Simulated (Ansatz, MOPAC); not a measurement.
System: Si₂N₂H₇ (charge 0, doublet). SMILES: N[SiH2]N[SiH2]

Atoms: N1, Si2, N3, Si4, H5, H6, H7, H8, H9, H10, H11. Bonds: N1-Si2, N1-H5, N1-H6, Si2-N3, Si2-H7, Si2-H8, N3-Si4, N3-H9, Si4-H10, Si4-H11.

Bond lengths (Å) and angles (degrees) optimised at AM1 with MOPAC; B3LYP/6-31G* with Ansatz (a program for electronic structure); MP2/6-31G* with Ansatz, each started from the B3LYP-D3(BJ)/def2-TZVP structure (Ansatz) of the last column. A row stands for all coordinates that are equal there; 13 of 24 kinds are shown. 6-31G* holds six Cartesian d functions. No wavenumbers were computed at MP2/6-31G*, so these may be saddle points.

```json
[
 {"coordinate": "N1-Si2", "AM1": "1.697", "B3LYP/6-31G*": "1.729", "MP2/6-31G*": "1.728", "B3LYP-D3(BJ)/def2-TZVP": "1.715"},
 {"coordinate": "N1-H5", "AM1": "0.983", "B3LYP/6-31G*": "1.013", "MP2/6-31G*": "1.013", "B3LYP-D3(BJ)/def2-TZVP": "1.007"},
 {"coordinate": "Si2-N3", "AM1": "1.729", "B3LYP/6-31G*": "1.745", "MP2/6-31G*": "1.743", "B3LYP-D3(BJ)/def2-TZVP": "1.732"},
 {"coordinate": "Si2-H7", "AM1": "1.472", "B3LYP/6-31G*": "1.489", "MP2/6-31G*": "1.487", "B3LYP-D3(BJ)/def2-TZVP": "1.482"},
 {"coordinate": "Si2-H8", "AM1": "1.471", "B3LYP/6-31G*": "1.489", "MP2/6-31G*": "1.487", "B3LYP-D3(BJ)/def2-TZVP": "1.483"},
 {"coordinate": "N3-Si4", "AM1": "1.691", "B3LYP/6-31G*": "1.748", "MP2/6-31G*": "1.745", "B3LYP-D3(BJ)/def2-TZVP": "1.734"},
 {"coordinate": "N3-H9", "AM1": "0.989", "B3LYP/6-31G*": "1.018", "MP2/6-31G*": "1.018", "B3LYP-D3(BJ)/def2-TZVP": "1.013"},
 {"coordinate": "Si4-H10", "AM1": "1.461", "B3LYP/6-31G*": "1.494", "MP2/6-31G*": "1.487", "B3LYP-D3(BJ)/def2-TZVP": "1.488"},
 {"coordinate": "N1-Si2-N3", "AM1": "112.5", "B3LYP/6-31G*": "110.4", "MP2/6-31G*": "109.5", "B3LYP-D3(BJ)/def2-TZVP": "110.5"},
 {"coordinate": "Si2-N3-Si4", "AM1": "131.7", "B3LYP/6-31G*": "130.0", "MP2/6-31G*": "129.7", "B3LYP-D3(BJ)/def2-TZVP": "129.5"},
 {"coordinate": "Si2-N1-H5", "AM1": "124.0", "B3LYP/6-31G*": "119.5", "MP2/6-31G*": "119.7", "B3LYP-D3(BJ)/def2-TZVP": "120.7"},
 {"coordinate": "Si2-N1-H6", "AM1": "123.9", "B3LYP/6-31G*": "121.5", "MP2/6-31G*": "121.3", "B3LYP-D3(BJ)/def2-TZVP": "122.4"},
 {"coordinate": "N1-Si2-H7", "AM1": "109.4", "B3LYP/6-31G*": "103.7", "MP2/6-31G*": "103.8", "B3LYP-D3(BJ)/def2-TZVP": "104.3"}
]
```

Mean signed difference of all 10 bond lengths from B3LYP-D3(BJ)/def2-TZVP: AM1 -0.021 Å, B3LYP/6-31G* 0.008 Å, MP2/6-31G* 0.006 Å.
